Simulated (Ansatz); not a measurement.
A short molecular-dynamics run on InCl2(NH2) (InNCl₂H₂).

```yaml
crystal:
  periodic: [false, false, false]
  atoms:
    - {symbol: In, position_ang: [0.303434, 0.684264, 0.052747]}
    - {symbol: Cl, position_ang: [2.606735, 0.996253, 0.268553]}
    - {symbol: Cl, position_ang: [-1.001477, 2.617747, -0.036915]}
    - {symbol: N, position_ang: [-0.528233, -1.146638, 0.149752]}
    - {symbol: H, position_ang: [-1.445371, -1.236240, -0.280890]}
    - {symbol: H, position_ang: [0.064921, -1.915386, -0.153237]}
basis:
  gaussian: {orbitals: def2-SVP}
hamiltonian: {xc: {name: PBE}, dispersion: d3bjatm}
md: {timestep: 2 fs, n_steps: 15, ensemble: nvt_nose_hoover, temperature: 500, initial_velocities: maxwell_boltzmann, seed: 774}
scf: {omitted_lower_state_checks: [starts]}
```

```sh
$ ansatz run in.yaml --threads 4 --pin off --events-out ev --progress --plain --max-ram 3916MiB
```

```tsv
step	time (fs)	potential energy (eV)	kinetic (eV)	T (K)	conserved (eV)
0	0.0	-31723.5312	0.2585	500	-31723.2727
1	2.0	-31723.4995	0.2293	443	-31723.2702
2	4.0	-31723.4433	0.1754	339	-31723.2679
3	6.0	-31723.4066	0.1411	273	-31723.2656
4	8.0	-31723.4164	0.1469	284	-31723.2696
5	10.0	-31723.4240	0.1565	303	-31723.2678
6	12.0	-31723.4249	0.1527	295	-31723.2728
7	14.0	-31723.3838	0.1184	229	-31723.2662
8	16.0	-31723.3753	0.1069	207	-31723.2694
9	18.0	-31723.3783	0.1164	225	-31723.2632
10	20.0	-31723.4394	0.1676	324	-31723.2736
11	22.0	-31723.4561	0.1891	366	-31723.2694
12	24.0	-31723.4644	0.1961	379	-31723.2714
13	26.0	-31723.4437	0.1785	345	-31723.2689
14	28.0	-31723.4235	0.1619	313	-31723.2660
15	30.0	-31723.4392	0.1757	340	-31723.2687
```

Velocities are drawn at the set temperature; a run this short doesn't reach equilibrium.

In the def2 sets In takes a core potential; there is no spin–orbit coupling.

Frames (Å, forces in eV/Å):

```xyz
6
time=0.0 fs
In    0.303    0.684    0.053    0.034    0.057   -0.107
Cl    2.607    0.996    0.269    0.296    0.034    0.044
Cl   -1.001    2.618   -0.037   -0.175    0.245    0.004
N    -0.528   -1.147    0.150   -0.062   -0.068    0.376
H    -1.445   -1.236   -0.281   -0.344    0.000   -0.184
H     0.065   -1.915   -0.153    0.251   -0.268   -0.133
6
time=2.0 fs
In    0.303    0.682    0.054    0.087   -0.008   -0.059
Cl    2.603    1.002    0.267    0.339    0.043    0.043
Cl   -0.997    2.619   -0.037   -0.178    0.215   -0.005
N    -0.526   -1.149    0.138   -0.686    0.685    0.399
H    -1.481   -1.164   -0.245    0.270   -0.385   -0.038
H     0.052   -1.946   -0.081    0.169   -0.550   -0.340
6
time=4.0 fs
In    0.303    0.679    0.055    0.147   -0.047   -0.028
Cl    2.601    1.008    0.266    0.374    0.049    0.042
Cl   -0.993    2.621   -0.037   -0.181    0.187   -0.013
N    -0.526   -1.149    0.127   -0.351    0.170    0.165
H    -1.506   -1.106   -0.210    0.633   -0.725    0.043
H     0.045   -1.998   -0.023   -0.622    0.366   -0.208
6
time=6.0 fs
In    0.303    0.677    0.056    0.184   -0.077   -0.002
Cl    2.598    1.014    0.265    0.393    0.051    0.039
Cl   -0.989    2.623   -0.038   -0.176    0.154   -0.019
N    -0.527   -1.149    0.116    0.286   -0.037    0.253
H    -1.507   -1.076   -0.173    0.123   -0.838   -0.084
H     0.014   -2.036    0.028   -0.811    0.746   -0.186
6
time=8.0 fs
In    0.303    0.674    0.057    0.181   -0.102    0.018
Cl    2.596    1.021    0.264    0.397    0.048    0.034
Cl   -0.985    2.625   -0.038   -0.164    0.114   -0.025
N    -0.527   -1.149    0.106    0.275    0.706    0.342
H    -1.503   -1.079   -0.140   -0.550   -0.696   -0.179
H    -0.047   -2.046    0.072   -0.140   -0.071   -0.190
6
time=10.0 fs
In    0.303    0.672    0.057    0.150   -0.095    0.028
Cl    2.594    1.027    0.263    0.390    0.039    0.030
Cl   -0.981    2.628   -0.038   -0.149    0.074   -0.030
N    -0.527   -1.147    0.098   -0.640    1.186    0.098
H    -1.520   -1.108   -0.113   -0.226   -0.430   -0.038
H    -0.114   -2.058    0.108    0.475   -0.774   -0.088
6
time=12.0 fs
In    0.303    0.669    0.058    0.118   -0.027    0.038
Cl    2.593    1.033    0.262    0.376    0.024    0.025
Cl   -0.978    2.630   -0.039   -0.133    0.040   -0.034
N    -0.528   -1.142    0.089   -1.084   -0.355   -0.082
H    -1.546   -1.153   -0.088    0.429   -0.067    0.091
H    -0.163   -2.100    0.141    0.294    0.385   -0.039
6
time=14.0 fs
In    0.303    0.667    0.059    0.075    0.039    0.063
Cl    2.592    1.039    0.261    0.356    0.007    0.018
Cl   -0.974    2.633   -0.039   -0.116    0.011   -0.039
N    -0.532   -1.138    0.080   -1.039   -1.544   -0.028
H    -1.556   -1.201   -0.060    0.405    0.303    0.052
H    -0.201   -2.127    0.173    0.319    1.184   -0.066
6
time=16.0 fs
In    0.303    0.664    0.060    0.001    0.047    0.096
Cl    2.592    1.046    0.261    0.333   -0.009    0.009
Cl   -0.971    2.635   -0.040   -0.097   -0.016   -0.044
N    -0.539   -1.138    0.071   -0.739   -1.024   -0.017
H    -1.550   -1.237   -0.029   -0.270    0.524   -0.067
H    -0.227   -2.108    0.202    0.773    0.479    0.023
6
time=18.0 fs
In    0.303    0.662    0.061   -0.084    0.033    0.126
Cl    2.592    1.052    0.260    0.311   -0.024    0.001
Cl   -0.968    2.638   -0.040   -0.080   -0.037   -0.049
N    -0.548   -1.141    0.062   -0.770    0.165   -0.199
H    -1.554   -1.254   -0.001   -0.543    0.539   -0.099
H    -0.222   -2.072    0.232    1.166   -0.677    0.220
6
time=20.0 fs
In    0.304    0.659    0.062   -0.146    0.054    0.151
Cl    2.592    1.058    0.259    0.294   -0.038   -0.006
Cl   -0.965    2.640   -0.041   -0.069   -0.046   -0.054
N    -0.559   -1.143    0.053   -0.709   -0.432   -0.118
H    -1.579   -1.249    0.023    0.070    0.371   -0.030
H    -0.174   -2.061    0.271    0.559    0.091    0.057
6
time=22.0 fs
In    0.304    0.657    0.063   -0.209    0.075    0.163
Cl    2.593    1.064    0.258    0.275   -0.051   -0.012
Cl   -0.962    2.642   -0.041   -0.060   -0.047   -0.057
N    -0.572   -1.147    0.043   -0.069   -1.112    0.109
H    -1.602   -1.231    0.046    0.470    0.081    0.054
H    -0.103   -2.047    0.311   -0.407    1.055   -0.257
6
time=24.0 fs
In    0.304    0.654    0.065   -0.289    0.079    0.151
Cl    2.594    1.071    0.257    0.249   -0.066   -0.016
Cl   -0.959    2.645   -0.042   -0.049   -0.049   -0.058
N    -0.586   -1.154    0.033    0.649   -0.398   -0.032
H    -1.606   -1.209    0.072    0.140   -0.200    0.156
H    -0.049   -1.992    0.342   -0.699    0.634   -0.202
6
time=26.0 fs
In    0.304    0.652    0.066   -0.366    0.112    0.120
Cl    2.595    1.077    0.256    0.217   -0.082   -0.019
Cl   -0.956    2.647   -0.043   -0.038   -0.053   -0.056
N    -0.597   -1.162    0.023    0.605    1.106   -0.650
H    -1.606   -1.195    0.103   -0.281   -0.351    0.283
H    -0.020   -1.913    0.366   -0.138   -0.732    0.322
6
time=28.0 fs
In    0.303    0.649    0.067   -0.411    0.198    0.099
Cl    2.597    1.083    0.255    0.180   -0.099   -0.024
Cl   -0.953    2.649   -0.044   -0.028   -0.056   -0.055
N    -0.607   -1.166    0.012    0.393    1.288   -0.867
H    -1.615   -1.195    0.145   -0.019   -0.348    0.355
H     0.002   -1.862    0.402   -0.115   -0.982    0.493
6
time=30.0 fs
In    0.303    0.647    0.068   -0.415    0.308    0.110
Cl    2.598    1.089    0.254    0.139   -0.117   -0.033
Cl   -0.950    2.651   -0.044   -0.018   -0.060   -0.057
N    -0.616   -1.168   -0.002    0.778    0.072   -0.232
H    -1.626   -1.207    0.201    0.487   -0.203    0.297
H     0.021   -1.848    0.456   -0.971    0.001   -0.085
```

Run time 11 s (4 threads of Arm Neoverse V2 on a shared host).
